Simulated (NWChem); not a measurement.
**Correlation energy of bromine monochloride (BrCl)**

```xyz
2

Cl     0.0000     0.0000     1.4776
Br     0.0000     0.0000    -0.7177
```
Charge 0, spin multiplicity 1.

Everything below was run with NWChem. Structure: optimised with B3LYP/def2-SVP, a minimum by its harmonic frequencies.

Basis set: STO-3G. Each correlation energy counts from its own Hartree-Fock reference.

The Hamiltonian is non-relativistic. The correlated methods keep 14 core orbitals frozen. Coupled-cluster values serve here as a point of comparison, not as the truth.

Problem. One of these methods gave a correlation energy of -18.7 mHa. Which?
A) CR-CCSD[T]
B) SCS-MP2
C) MP2

Solution. C, MP2. The others give -22.4 (SCS-MP2), -28.1 (CR-CCSD[T]).
